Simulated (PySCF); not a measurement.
**Predicted spectroscopic data**

[PySCF 2.14: shielding tensors at PBE0/pcSseg-1 (GIAO); GFN2-xTB geometry; single conformer; averaged over atoms made equivalent by symmetry, fast rotation or ring inversion; no solvent; non-relativistic]

Scale: TMS for 1H, 13C (reference shieldings calculated alike). Where no couplings were computed, multiplicities follow the n + 1 count of equivalent neighbours, and m marks all less simple cases (inequivalent or close neighbours, rings, F or P nearby). Shifts are as computed. Against solution values, carbons near 30 ppm lie about +3 ppm off and those near 130 ppm about +5 ppm. Of 1309 compounds with measured shifts, 239 miss one by over three times the rms of a fit or turn the order of signals round; such compounds aren't used in these exercises.

**1.** SMILES C/C=C(\C#N)O[SiH3], C$_{4}$H$_{7}$NOSi. 1H NMR (400 MHz, computed): δ 5.55 (q, 1H), 4.91 (s, 3H), 2.14 (d, 3H). 13C{1H} NMR (computed): δ 136.1 (C), 126.6 (CH), 118.8 (C), 17.1 (CH3).

**2.** SMILES CC(=O)[SiH2]CC#N, C$_{4}$H$_{7}$NOSi. 1H NMR (400 MHz, computed): δ 4.33 (t, 2H), 2.87 (s, 3H), 1.74 (t, 2H). 13C{1H} NMR (computed): δ 240.1, 123.6, 44.4, -2.4.
